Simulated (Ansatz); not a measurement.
Spectroscopic constants of CuSn, multiplicity 4 (an upper state: multiplicity 2 came lower at PBE0/def2-TZVPP). No spin–orbit coupling. Cu is treated without relativity.

Constants: fifth-degree fit in 1/R to seven points, most abundant isotopes. Runs in def2 and cc sets follow the lowest solution found near the PBE0 minimum.

The values were computed with Ansatz (Gaussian orbitals).  In def2 rows elements past Kr take small-core potentials, without spin–orbit coupling.

Energies at PBE/def2-TZVPP:

| R (Å) | E (hartree) |
|---|---|
| 2.308134 | -1854.53515444 |
| 2.370181 | -1854.53744888 |
| 2.427264 | -1854.53843633 |
| 2.491792 | -1854.53856189 |
| 2.556321 | -1854.53790065 |
| 2.630777 | -1854.53643817 |
| 2.717642 | -1854.53410349 |

**Question.** With a reduced mass of 41.2696 u, find the minimum, the force constant and the constants.

**Answer.** A fifth-degree polynomial in 1/R puts the minimum at r_e = 2.4678 Å with force constant 91.8 N/m. Then ω_e = (1/2πc)√(k/μ) = 194 cm⁻¹ and B_e = h/(8π²cμr_e²) = 0.06707 cm⁻¹; the cubic and quartic terms give α_e = 0.00040 and ω_e x_e = 0.98 cm⁻¹.

Ansatz is a quantum-chemistry and plane-wave program.
